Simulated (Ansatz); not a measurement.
Species: [Zn(Br)2] (charge 0, multiplicity 1).

**Question.** Give a relaxed geometry from PBE-D3(BJ)/def2-SVP run with Ansatz (a first-principles code).

**Answer.** the end point of this relaxation.
Cartesian coordinates (Å) in one orientation:
```xyz
3

Zn     0.000     0.000     0.000
Br    -1.808     0.946    -0.917
Br     1.808    -0.946     0.917
```
